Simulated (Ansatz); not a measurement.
`C[O][Mo]([F])([Cl])([Cl])([Cl])[O]C`, charge 0, multiplicity 1.

**Question.** Give a relaxed structure at PBE0-D4/def2-TZVP (Ansatz). (Best estimate.)

**Answer.** Ansatz gave: 
Cartesian coordinates in Å:
```
C 0.322 -2.719 -0.508
O -0.023 -1.454 -0.039
Mo -0.091 0.276 -0.578
F -1.866 0.596 -0.065
Cl 2.086 -0.057 -1.289
Cl -1.030 -0.484 -2.555
Cl 0.043 2.363 -1.574
O 0.299 1.071 1.007
C -0.156 2.168 1.740
H 1.385 -2.708 -0.775
H 0.132 -3.451 0.278
H -0.275 -2.938 -1.400
H -1.244 2.095 1.841
H 0.097 3.083 1.195
H 0.322 2.158 2.721
```
This is one stationary point; other conformers may exist.
